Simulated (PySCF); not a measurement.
Input of an EPR job (settings, then geometry in Å):

```
{"job": {"kind": "epr", "basis": "pcH-1"}, "charge": 0, "multiplicity": 2}
C     -1.901095     0.726321    -0.862045
Si    -2.106241    -0.995499    -0.086780
Si    -0.221292    -1.536968     1.181417
C      1.046467    -0.181681     1.079951
F      0.843373     0.851835     1.957127
Si     2.333319     0.189293    -0.236764
N      1.710751     1.509320    -1.166456
H     -0.975710     0.790403    -1.428702
H     -1.865743     1.494170    -0.093422
H     -2.722420     0.969810    -1.530503
H     -2.329373    -1.972277    -1.164504
H     -3.341009    -0.990776     0.716607
H     -0.562519    -1.748874     2.595071
H      0.452662    -2.741932     0.683826
H      3.625763     0.456147     0.417442
H      2.413857    -0.947415    -1.150592
H      2.239534     1.826579    -1.963650
H      1.350916     2.307861    -0.666316
```

Theory: PySCF, UKS B3LYP, pcH-1 on C F H N Si, non-relativistic, mean-field spin-orbit, GIAO. Geometry: GFN2-xTB, one conformer, isolated molecule. Couplings are sensitive to structure, and on GFN2-xTB geometries they can be far from those on DFT ones.

Output of the driver script. Atoms in this output count from 0.

```
UKS, coarse grid
  cycle   1  E = -1105.83622157  |g| = 5.06e-01
  cycle   2  E = -1105.72204806  |g| = 7.37e-01
  cycle   3  E = -1105.93104714  |g| = 9.02e-02
  cycle   4  E = -1105.93332764  |g| = 4.38e-02
  cycle   5  E = -1105.93411831  |g| = 9.91e-03
  cycle   6  E = -1105.93416135  |g| = 3.86e-03
  cycle   7  E = -1105.93416948  |g| = 1.38e-03
  cycle   8  E = -1105.93417058  |g| = 4.00e-04
UKS, final grid
  cycle   1  E = -1105.93416790  |g| = 3.89e-04
  cycle   2  E = -1105.93416787  |g| = 4.76e-04
  cycle   3  E = -1105.93416798  |g| = 6.47e-05
  cycle   4  E = -1105.93416799  |g| = 1.86e-05
E = -1105.93416799 Eh   <S^2> = 0.7538 (exact 0.7500)
g shifts (ppm)      1          2          3
  rmc          -184       -184       -184
  gc              1         34         35
  oz_so        -137       2955       3251
  total        -320       2805       3101
hyperfine (MHz)  atom isotope    a_iso     a_fc   dipolar eigenvalues
    0   13C      -0.71      -0.70     -0.48     -0.30      0.79
    1  29Si     -61.51     -61.58    -13.44      6.36      7.09
    2  29Si      41.45      41.52     -2.62      1.02      1.60
    3   13C      97.63      97.51    -75.34    -71.12    146.46
    4   19F     142.67     141.68   -259.65   -230.57    490.22
    5  29Si      27.96      27.99     -2.94     -1.02      3.96
    6   14N      14.85      14.85     -0.83     -0.76      1.60
    7    1H       0.08       0.08     -2.24     -1.85      4.09
    8    1H       0.01       0.01     -1.79     -1.50      3.29
    9    1H      -0.59      -0.59     -0.86     -0.53      1.39
   10    1H       6.46       6.46     -1.28     -0.66      1.94
   11    1H      10.95      10.95     -1.34     -0.57      1.91
   12    1H      27.95      27.95     -2.93     -2.34      5.27
   13    1H      16.14      16.14     -3.22     -2.58      5.81
   14    1H      21.46      21.46     -3.45     -2.07      5.52
   15    1H      -3.90      -3.90     -3.40     -2.49      5.89
   16    1H       9.85       9.85     -1.76     -1.49      3.25
   17    1H      -1.36      -1.36     -3.16     -1.60      4.76
```

|g| in the SCF lines is the orbital gradient. In the g block, columns 1 to 3 are the principal axes in rising order; rmc is the relativistic mass correction, gc the gauge correction and oz_so the orbital-Zeeman/spin–orbit term. a_fc is the Fermi-contact part of a_iso, the rest being spin–orbit.

Task: Is the state sound, as far as the log shows?

Result: The SCF converged after 12 cycles in all, 8 of them on the coarse grid; no stability test was run. The unrestricted determinant has ⟨S²⟩ = 0.7538 (exact 0.7500), so spin contamination is small.

Task: What are the principal g values and g_iso?

Result: Adding the total shifts to 2.002319 gives 2.00200, 2.00512, 2.00542; their mean shift is 1862 ppm, so g_iso = 2.00418.

Task: Which couplings shape the isotropic spectrum at natural abundance (0.05 mT or more)? Keep the log's numbering.

Result: atom 4 (19F, I = 1/2): 142.7 MHz = 5.09 mT in magnitude, a 1:1 doublet; atoms 12, 13 (1H, I = 1/2): mean 22.0 MHz = 0.79 mT in magnitude, a 1:2:1 triplet; atom 6 (14N, I = 1): 14.8 MHz = 0.53 mT in magnitude, a 1:1:1 triplet; atoms 14, 15 (1H, I = 1/2): mean 8.8 MHz = 0.31 mT in magnitude, a 1:2:1 triplet; atoms 10, 11 (1H, I = 1/2): mean 8.7 MHz = 0.31 mT in magnitude, a 1:2:1 triplet; atoms 16, 17 (1H, I = 1/2): mean 4.2 MHz = 0.15 mT in magnitude, a 1:2:1 triplet. Together 486 lines to first order. Means are taken over nuclei equivalent by connectivity, which assumes that they swap fast. The 1H value of +8.8 MHz is a mean of couplings from -3.9 to 21.5 MHz in this one geometry, not an average over conformers. The 1H value of +22.0 MHz is a mean of couplings from 16.1 to 28.0 MHz in this one geometry, not an average over conformers.

Task: How large is the spin–orbit part of a_iso for atom 4 (19F)?

Result: a_iso − a_fc = 142.67 − (141.68) ≈ +1.00 MHz.

The species is `C[SiH2][SiH2][C]([SiH2]N)F` [radical]. The run used 315 basis functions and 12 iterations of the response equations. 

The run took 3.8 min wall (with the writing of density and orbital grids) on Arm Neoverse N1, one thread, shared host, and the process peaked at 1.1 GiB of memory.

The values belong to the conformer `[CH3:1][SiH2:2][SiH2:3][C:4]([F:5])[SiH2:6][NH2:7]`: C1–Si2–Si3–C4 -2°, Si2–Si3–C4–F5 84°, Si3–C4–Si6–N7 102°, H–N7–Si6–C4 -177°, H–N7–Si6–C4 48°.
Labels such as C1 count atoms from 1, the log's own numbers from 0.
